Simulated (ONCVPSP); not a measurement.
# cobalt (Co): excitation energies, all-electron against ONCV

* Element: Co
* Generator: ONCVPSP 4.0.1
* Type: optimised norm-conserving Vanderbilt (ONCV)
* Functional: PBEsol
* Relativity: scalar-relativistic
* Frozen core: [Ne]
* Valence charge: 17
* Reference configuration: 3s2 3p6 3d7 4s2
* Partial waves: 3s+4s: rc 1.15 bohr, ncon 4, nbas 7, qcut 11.3 1/bohr, 2 projectors; 3p: rc 0.75 bohr, ncon 4, nbas 8, qcut 9.1 1/bohr, 1 projector; 3d: rc 1.45 bohr, ncon 3, nbas 7, qcut 12.8 1/bohr, 2 projectors, debl 2 Ha
* Local potential: polynomial inside 0.65 bohr (lpopt 5, dvloc0 4 Ha)
* Core correction: Teter function, fcfact 4.5, rcfact 1.1

Energies are relative to the spin-unpolarised reference configuration 3s2 3p6 3d7 4s2; without spin polarisation the order of configurations can differ from experiment.

(1) Give the all-electron excitation energy and the error of the potential for: 3s2 3p6 3d7 4s1; 3s2 3p6 3d7 4s0; 3s2 3p6 3d6 4s0; 3s2 3p5 3d7 4s2.

Levels in the configuration 3s2 3p5 3d7 4s2:

```csv
level,all-electron (eV),pseudo (eV)
3s,-118.776,-118.956
3p,-81.945,-82.049
3d,-23.622,-23.636
4s,-14.667,-14.670
```

Results:

(1)

```json
{"valence configuration": "3s2 3p6 3d7 4s1", "charge": "+1", "ΔE all-electron (eV)": "9.046", "error AE − PS (meV)": "+0.4"}
{"valence configuration": "3s2 3p6 3d7 4s0", "charge": "+2", "ΔE all-electron (eV)": "25.744", "error AE − PS (meV)": "+4.0"}
{"valence configuration": "3s2 3p6 3d6 4s0", "charge": "+3", "ΔE all-electron (eV)": "61.581", "error AE − PS (meV)": "+8.6"}
{"valence configuration": "3s2 3p5 3d7 4s2", "charge": "+1", "ΔE all-electron (eV)": "73.401", "error AE − PS (meV)": "-73"}
```
